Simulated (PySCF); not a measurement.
Structure with atom numbers: `[CH3:1][CH2:2][SiH2:3][B:4]([F:5])[F:6]`; H(Xn) means a hydrogen on atom n.

Geometry: PBE0-D3(BJ)/def2-SVP; GIAO shifts from PySCF, gas phase, non-relativistic, averaged over equivalent atoms.

At BHandHLYP/pcSseg-1 (144 basis functions, 9.8 s wall time on 1 thread of an Arm Neoverse V1, shared host):
```csv
atoms,δ (ppm)
C1,12.2
C2,2.3
Si3,-68.9
B4,32.7
F5/F6,-11.4
H(Si3),3.52
H(C1),1.16
H(C2),0.62
```

δ = σ(ref) − σ, references computed at the same level: 13C (σref 183.98) and 29Si (σref 358.43) and 1H (σref 31.44) vs TMS; 11B (σref 104.59) against BF3·OEt2; CFCl3 for 19F (σref 204.31).

Question: Predict the values at mPW1PW91/pcSseg-1 on the same geometry.

Answer: 
```
 atoms  δ at mPW1PW91/pcSseg-1  change
    C1                    12.7    +0.5
    C2                     2.5    +0.2
   Si3                   -72.1    -3.2
    B4                    31.5    -1.2
 F5/F6                   -16.6    -5.2
H(Si3)                    3.64   +0.12
 H(C1)                    1.14   -0.02
 H(C2)                    0.68   +0.06
```

Referencing at the same level of theory: TMS for 13C (σ = 183.54 ppm), 29Si (σ = 350.83 ppm), 1H (σ = 31.32 ppm); BF3·OEt2 for 11B (σ = 100.80 ppm); 19F (σ = 177.88 ppm) against CFCl3.

The largest change is at F5/F6 (fluorine bonded to B). Cost: 144 basis functions, 11 s wall time on 1 thread of an Arm Neoverse V1, shared host.

Unscaled 19F shifts against computed CFCl3 carry errors that often reach 10 to 50 ppm.
